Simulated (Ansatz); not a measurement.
Isolated molecules relaxed with PBE0-D4/def2-TZVP in Ansatz; ΔE leaves out vibrations. CBS: MP2 limit from def2 TZ/QZ plus the TZ coupled-cluster correction, frozen cores. DFT in def2-TZVPP. B3LYP here is the variant with VWN-RPA as its local correlation; programs differ in this. For Se outer-core shells are correlated without core-valence functions, which leaves a few kJ/mol of doubt a bond. Scalar relativity is left out up to krypton. Each species was taken in one conformer, which may not be the lowest.

Consider the redistribution: `N[SiH2]C=S` + `NB(O)[SeH]` → `S=C[SiH2][SeH]` + `NB(N)O`.

| species | B3LYP energy (Eh) |
| --- | --- |
| `N[SiH2]C=S` | -783.65326 |
| `NB(O)[SeH]` | -2559.01905 |
| `S=C[SiH2][SeH]` | -3129.85777 |
| `NB(N)O` | -212.83152 |

(1) Work out ΔE.

Largest T1 diagnostic among the species: 0.014.

Results:

(1) ΔE = (-3129.85777) + (-212.83152) − (-783.65326) − (-2559.01905) = -0.01698 Eh = -44.6 kJ/mol. CCSD(T)/CBS gives -41.9 kJ/mol.

In def2-TZVPP, CCSD(T) changes the Hartree–Fock value by +7.4 kJ/mol (the triples alone add +1.3 kJ/mol) and MP2 by +7.3 kJ/mol.
